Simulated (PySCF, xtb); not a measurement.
C2H7O, SMILES C[OH+]C, charge +1.

Coordinates come from a B3LYP-D3(BJ)/def2-TZVP optimisation. The isomer is the one that the SMILES or the coordinates give; other isomers of the formula were not compared.

Calculation: IEF-PCM-B3LYP/def2-SVP (PySCF 2.14.0).

The values are the electrostatic part of the solvation free energy, E(continuum) − E(gas) at the gas-phase geometry, in a cavity of scaled van der Waals radii (PySCF's table); cavitation and dispersion terms are not included. In vacuum the orbital gap is 10.14 eV.

| solvent | ε | ΔG(elec) (kcal/mol) | gap (eV) |
|---|---|---|---|
| water | 78.36 | -66.3 | 10.37 |
| cyclohexanone | 15.62 | … | … |
| tetrahydrofuran | 7.43 | -57.9 | 10.33 |

Task: What belongs in the gaps? (An estimate is asked for; the answer gives what the named calculation found.)

Result: 
- cyclohexanone, ΔG(elec) (kcal/mol): -62.7
- cyclohexanone, gap (eV): 10.35

For comparison, GFN2-xTB/ALPB(water) (xtb, at the GFN2-xTB geometry, all terms of that model) gives -67.8 kcal/mol.
